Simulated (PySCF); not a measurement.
# r²SCAN beside CCSD(T) along the third period: bonds to Bi

r²SCAN and CCSD(T) in PySCF with def2-SVP on every atom (core potentials on Bi), for the lowest determinant that a PBE0 search found; no spin–orbit coupling.

```tsv
molecule	state (unpaired electrons)	r²SCAN Re (Å)	r²SCAN ωe (cm⁻¹)	r²SCAN De (eV)	CCSD(T) Re (Å)	CCSD(T) ωe (cm⁻¹)	CCSD(T) De (eV)
NaBi	triplet (π ↑↑)	3.013	180	1.14	3.063	174	0.79
MgBi	quartet (σ ↑, π ↑↑)	2.956	190	0.67	3.075	137	0.16
AlBi	triplet (π ↑↑)	2.836	235	1.70	?	?	?
SiBi	doublet (π ↑)	2.477	375	2.45	2.507	354	1.94
BiCl	triplet (π ↑↑)	2.477	337	2.98	2.490	332	2.28
```

**Question.** Estimate the CCSD(T) values of AlBi by adding the mean shift from r²SCAN to CCSD(T) of the other rows, and compare with the calculation.

**Answer.** The mean shifts are +5.3 pm, -21 cm⁻¹ and -0.52 eV, which give 2.889 Å, 214 cm⁻¹ and 1.18 eV. CCSD(T)/def2-SVP gives Re = 2.848 Å, ωe = 231 cm⁻¹, De = 1.34 eV.

**Question.** What are the mean differences of r²SCAN from CCSD(T) over the whole series?

**Answer.** Re -4.5 pm, ωe +18 cm⁻¹, De +0.49 eV.

In a basis of this size CCSD(T) is itself not converged; it tends to give bonds that are too long and too weak.

Correlated steps freeze the inner cores (5 to 9 orbitals); shallow outer-core shells are correlated. UHF and ROHF references stand side by side, which adds small steps between rows. Weak bonds: MgBi. Basis-set superposition, not corrected here, can be much of De in a small basis, most of all at correlated wavefunction levels. Functionals without a dispersion term scatter widely for such bonds, and LDA overbinds them. Spin–orbit coupling is left out, which matters for elements this heavy, above all for dissociation energies. States were picked by a PBE0 search and need not be the measured ground states.
